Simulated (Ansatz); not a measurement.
C2H6BClSi can be A, `B[C@H]1C[Si@H]1Cl`, or B, `Cl[SiH]1CBC1`.

Calculated with Ansatz (gas phase, PBE0-D4/def2-TZVP geometries, no zero-point term in ΔE). CBS: MP2 limit from def2 TZ/QZ plus the TZ coupled-cluster correction, frozen cores. DFT in def2-TZVPP. B3LYP here is the variant with VWN-RPA as its local correlation; programs differ in this.

A:

Z-matrix (Å, degrees):
```
C
C 1 1.549
Si 1 1.895 2 62.7
B 1 1.501 2 124.6 3 88.0
H 1 1.089 2 115.3 3 -99.4
H 2 1.085 1 115.9 3 113.6
H 2 1.086 1 114.5 3 -111.5
Cl 3 2.034 1 124.5 2 104.6
H 3 1.471 1 116.7 2 -110.6
H 4 1.199 1 120.7 2 -1.4
H 4 1.197 1 119.7 2 -178.1
```

B:

Z-matrix (Å, degrees):
```
Si
C 1 1.882
B 1 2.243 2 43.6
Cl 1 2.059 2 116.7 3 139.1
C 1 1.882 2 82.5 3 22.9
H 1 1.480 2 116.6 3 -93.2
H 2 1.099 1 101.4 3 -110.2
H 2 1.085 1 126.7 3 123.9
H 3 1.196 1 140.8 2 -107.0
H 5 1.086 1 126.7 2 -146.8
H 5 1.099 1 101.4 2 87.3
```

Problem. Which isomer does CCSD(T)/CBS put lower? Give the gap. (An estimate is asked.)

Solution. The calculation gave: B, by 105.5 kJ/mol.

Problem. Give E(B) − E(A) in kJ/mol with PBE0-D4, MP2/def2-TZVPP, B3LYP, ωB97M-V, B2PLYP, HF/def2-TZVPP, r2SCAN-D4. (Best estimate.)

Solution. Ansatz gave: PBE0-D4 -107.8, MP2/def2-TZVPP -103.9, B3LYP -100.7, ωB97M-V -107.8, B2PLYP -102.4, HF/def2-TZVPP -109.5, r2SCAN-D4 -105.8. None reverses the order clearly.

Largest T1 diagnostic: 0.011.

From PBE to PBE0 (25 % exact exchange), in def2-TZVPP and without D4, E(B) − E(A) moves by −6.1 kJ/mol. In def2-TZVPP, CCSD(T) changes the Hartree–Fock value by +6.1 kJ/mol (the triples alone add +2.2 kJ/mol) and MP2 by +5.6 kJ/mol.
